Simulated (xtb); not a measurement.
Input for xtb: GFN-FF on CH3FOSi (SMILES CO[Si]F), a point of a torsion scan.

```
$ xtb mol.xyz --gfnff --sp --chrg 0 --uhf 0
7

C     -0.81685984    -0.01513314     0.09773702
O      0.27809296     0.82524356     0.02699230
Si     1.88296670     0.91524080     0.14477757
F      2.16428443     1.46003759    -1.37228459
H     -0.94819734    -0.54601652    -0.84979101
H     -1.70835910     0.58416530     0.29676520
H     -0.69357815    -0.74845607     0.90169389
```

### Question
Predict the final total energy.

### Answer
-0.8303 hartree.
